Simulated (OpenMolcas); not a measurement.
**Ag6+: CASPT2 settings compared**

| Property | Result |
| --- | --- |
| Program | OpenMolcas |
| Basis | ANO-RCC-VDZP [6s5p3d1f] |
| Scalar Hamiltonian | DKH3, point nucleus |
| Active space | 5 electrons in 5 orbitals (4d) |
| State averaging | 2S+1 = 6 even, 1 root; 2S+1 = 4 even, 24 roots kept (CI in the orbitals of an earlier block); 2S+1 = 2 even, 53 roots kept (CI in the orbitals of an earlier block, 25 in the spin-orbit step) |
| Spin-orbit coupling | state interaction with AMFI integrals over the reference wave functions, term energies averaged over their components |

Methods on the same reference wave functions:
A. CASSCF
B. SS-CASPT2, IPEA 0.4 Eh, real shift 0.1 Eh (closed shells correlated: none)
C. XMS-CASPT2, IPEA 0.4 Eh, no level shift (closed shells correlated: 3d 4s 4p)
D. XMS-CASPT2, IPEA 0.15 Eh, sigma1 regulariser 0.25 Eh (closed shells correlated: none)

Energies in cm-1 above 4d5 6S 5/2, the measured ground level; measured values from the list in Gamrath, thesis, University of Mons (2023).

```json
{"Level": "4d5 6S 5/2", "A": "0.0", "B": "0.0", "C": "0.0", "D": "0.0", "Measured": "0.0"}
{"Level": "4d5 4G 5/2 [73 %]", "A": "34722", "B": "34450", "C": "32540", "D": "34430", "Measured": "29390"}
{"Level": "4d5 4G 7/2", "A": "35593", "B": "35460", "C": "33740", "D": "35450", "Measured": "30378"}
{"Level": "4d5 4G 9/2", "A": "36284", "B": "36210", "C": "34560", "D": "36200", "Measured": ""}
{"Level": "4d5 4G 11/2", "A": "36547", "B": "36490", "C": "34860", "D": "36490", "Measured": ""}
{"Level": "4d5 4P 5/2 [53 %]", "A": "38560", "B": "37160", "C": "34730", "D": "37100", "Measured": ""}
{"Level": "4d5 4P 3/2 [63 %]", "A": "39617", "B": "38100", "C": "35530", "D": "38030", "Measured": "32994"}
{"Level": "4d5 4P 1/2 [73 %]", "A": "41431", "B": "39840", "C": "37250", "D": "39770", "Measured": "34605"}
{"Level": "4d5 4D 7/2", "A": "43730", "B": "42720", "C": "40340", "D": "42700", "Measured": "36485"}
{"Level": "4d5 4D 1/2 [73 %]", "A": "45951", "B": "44770", "C": "42350", "D": "44740", "Measured": "38685"}
{"Level": "4d5 4D 5/2 [64 %]", "A": "46805", "B": "45550", "C": "43070", "D": "45520", "Measured": "39299"}
{"Level": "4d5 4D 3/2 [63 %]", "A": "47058", "B": "45790", "C": "43330", "D": "45750", "Measured": "39788"}
```

Deviations, from unrounded energies. A percentage is the sum of absolute deviations over the sum of measured energies, with the sign that they share, or ± where signs differ.

| Against measurement | Levels | A | B | C | D |
| --- | --- | --- | --- | --- | --- |
| mean absolute deviation (cm-1) | 8 | 6700 | 5600 | 3300 | 5600 |
| other terms of the ground configuration (%) | 8 | +18.9 | +16.0 | +9.4 | +15.9 |

C lies closest to measurement on these levels and A furthest from it. The largest miss of C in the table is 4d5 4D 7/2, by +3900 cm-1. The ranking rests on the paired levels alone, and a cruder setting can come out closer through cancelling errors.

Among B to D the level of the table that moves most is 4d5 4P 1/2 [73 %], by 2600 cm-1 (lowest in C, highest in B). Moves below CASPT2's spread within the term are not significant.

From A to B the spin-free energies of the other terms of 4d5 shown, above 6S, scale by factors of 0.96 to 1.00.

The lowest spin-free term lies below A's lowest term by 0.031 hartree in B, 0.196 hartree in C, 0.033 hartree in D.

CASPT2 breaks the degeneracy within a term, and the mean is taken; among the terms shown or strongly mixed into the levels shown the widest spread is 1400 cm-1 (4d5 4G, C). Some high roots are left out of the spin-orbit mixing, which shifts the levels that they would mix with. Terms from blocks run as CI alone lack orbitals of their own. The basis is small and was not contracted for so high a charge. Without dynamic correlation excited terms often stand tens of per cent too high (terms of higher spin than the ground term too low), and those without a measured partner can miss by more than the paired ones (holds for A). Some terms miss by over 15 % even with CASPT2, which points to a basis or an active space too small for the shells correlated (holds for B; D). Computed and measured levels are paired by configuration, term and J; levels that our copy of the source lacks, or whose pairing is in doubt (as where it misses far off the trend of its configuration), stay unpaired and out of the deviations. Only configurations of the active space appear. Levels that lie high or do not pair safely by name in every column are left out.

A share in square brackets marks a mixed level and gives the weight of the term that names it, the lowest over the columns.
